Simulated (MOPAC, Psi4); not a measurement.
Two rigid molecules brought together: H4OSi ··· H4OSi (SMILES O[SiH3] and O[SiH3]), singlet. Monomers: optimised at B3LYP-D3(BJ) (def2-TZVP), held rigid. Orientation: a random orientation, not optimised. R is the distance of the centres of mass, along which the second monomer moves.

Geometry at R = 4.90 Å (first 6 atoms: monomer A):
```
12

Si    -0.3953     0.0350    -0.0486
O      1.2014     0.4329     0.1036
H     -1.1127     1.3112    -0.2348
H     -0.6295    -0.8502    -1.2166
H     -0.9042    -0.6577     1.1613
H      1.8403    -0.2711     0.2352
Si     2.0840    -3.1414     2.2097
O      2.6344    -4.6995     2.2286
H      0.6747    -3.2066     2.6430
H      2.8569    -2.2770     3.1361
H      2.1672    -2.5482     0.8518
H      3.5440    -4.8690     1.9733
```

- PM6, restricted, heats of formation (MOPAC)
- SAPT0/jun-cc-pVDZ, frozen core (Psi4)

Interaction energies in kJ/mol:

| R / Å | PM6 |
|---|---|
| 4.33 | -0.88 |
| 4.52 | -1.46 |
| 4.73 | -1.18 |
| 4.90 | -0.74 |
| 5.06 | -0.31 |
| 5.32 | 0.28 |
| 5.62 | 0.67 |
| 5.89 | 0.77 |
| 6.44 | 0.66 |
| 7.11 | 0.44 |
| 8.07 | 0.24 |
| 9.43 | 0.10 |

Problem. Estimate the SAPT0/jun-cc-pVDZ values at these points.

Solution. 4.33: 2.41; 4.52: -0.65; 4.73: -1.96; 4.90: -2.22; 5.06: -2.15; 5.32: -1.76; 5.62: -1.26; 5.89: -0.90; 6.44: -0.42; 7.11: -0.16; 8.07: -0.02; 9.43: 0.02 (kJ/mol).
